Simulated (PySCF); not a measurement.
Indirect couplings

Geometry:
```
atom   x (Å)   y (Å)   z (Å)
  C1   2.382  -0.115  -0.124
  O2   1.263  -0.876   0.254
  C3   0.179  -0.104   0.713
  C4  -0.885  -0.995   1.321
  N5  -2.062  -0.790   0.934
  C6  -2.094   0.272  -0.042
  C7  -0.628   0.615  -0.388
  H8   2.764   0.473   0.721
  H9   2.150   0.567  -0.950
 H10   3.142  -0.825  -0.444
 H11   0.533   0.607   1.482
 H12  -0.646  -1.753   2.047
 H13  -2.673  -0.067  -0.904
 H14  -2.621   1.121   0.401
 H15  -0.358   0.190  -1.356
 H16  -0.453   1.689  -0.409
```

Method: B3LYP/pcJ-1 (spin–dipole term only in couplings to heteroatoms)//GFN2-xTB, PySCF 2.14; isolated molecule, single conformer, non-relativistic. Couplings are averaged over pairs made equivalent by symmetry, fast rotation or ring inversion, so a value needn't be that of the named pair in this geometry, while other rotamers aren't included; one pair stands for each set, and the list holds a selection of those of at least 0.8 Hz over up to four bonds, among pairs with at least one C or N or H atom (others weren't computed).

Isotopes: 13C, 1H, 17O, 15N. Couplings to quadrupolar nuclei such as 17O and 33S are rarely resolved in practice.

```
    pair  bonds  J (Hz)
  C1, O2      1       ?
  C1, H8      1   145.2
  O2, C3      1    24.7
  C3, C4      1    41.2
  C3, C7      1    39.3
 C3, H11      1   143.8
  C4, N5      1    -5.9
 C4, H12      1   191.8
  N5, C6      1       ?
  C6, C7      1    30.3
 C6, H13      1   149.0
 C6, H14      1   144.1
 C7, H15      1       ?
 C7, H16      1   138.7
 C4, H11      2       ?
 C1, H11      3       ?
 C4, H14      3       ?
 N5, H16      3       ?
 C6, H12      3    18.4
H11, H15      3       ?
H11, H16      3     9.3
H13, H15      3    10.6
H14, H15      3     7.6
H14, H16      3     9.1
 O2, H14      4    -2.6
H12, H14      4    -4.1
```

**Question.** Estimate the withheld couplings, with signs.

**Answer.** 
- 1J(C1,O2) = 23.9 Hz (bond length 1.405 Å)
- 1J(N5,C6) = 4.6 Hz (bond length 1.443 Å)
- 1J(C7,H15) = 135.6 Hz (bond length 1.091 Å, sp3 carbon)
- 2J(C4,H11) = -3.7 Hz (angle at C3 109°)
- 3J(C1,H11) = 5.3 Hz (dihedral angle 50°)
- 3J(C4,H14) = 6.4 Hz (dihedral angle 113°)
- 3J(N5,H16) = -0.9 Hz (dihedral angle 135°)
- 3J(H11,H15) = 7.3 Hz (dihedral angle 140°)
